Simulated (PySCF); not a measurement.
# Stretching ScP

Set-up: PySCF, no relativity, basis sets Sc def2-TZVPP, P def2-TZVPP. Energies in eV from Sc (3d1 4s2) + P in their ground configurations at the same level. State: triplet, unpaired electrons σ ↑, π ↑.

```
R (Å)   HSE06    BP86
1.961  -1.278  -1.825
2.052  -1.921  -2.474
2.143  -2.282  -2.850
2.212  -2.413  -2.996
2.280  -2.452  -3.053
2.348  -2.419  -3.040
2.440  -2.295  -2.944
2.554  -2.054  -2.737
2.690  -1.689  -2.416
2.873  -1.176  -1.970
```

Question: Put a parabola through the three lowest points of the HSE06 curve and estimate Re, k and ωe (reduced mass 18.34 u; 1 eV/Å² = 0.16022 mdyn/Å; ωe = 1302.8·√(k/μ) cm⁻¹).

Answer: Through R = 2.212, 2.28, 2.348 Å the second-order coefficient is 7.79 eV/Å², so Re ≈ 2.283 Å, k ≈ 2.49 mdyn/Å and ωe ≈ 480 cm⁻¹. A polynomial fit of higher order to the unrounded HSE06 energies gives Re = 2.280 Å, k = 2.43 mdyn/Å, ωe = 474 cm⁻¹; anharmonicity and rounding make the difference.

The higher-order fit for each curve: HSE06: Re = 2.280 Å, ωe = 474 cm⁻¹, De = 2.45 eV; BP86: Re = 2.300 Å, ωe = 450 cm⁻¹, De = 3.06 eV.

The metal atom is held in its measured ground configuration; semilocal functionals can put another filling of s and d lower by some tenths of an eV, and De to that atom would be smaller. ⟨S²⟩ of the unrestricted solution departs from its pure value on part of the curve, where spin states mix. Counting both spins, an empty level lies below a filled one in some of these solutions, because spin and occupation are held. With d or f electrons several states lie close, and the lowest PBE0 determinant need not be the measured ground state.
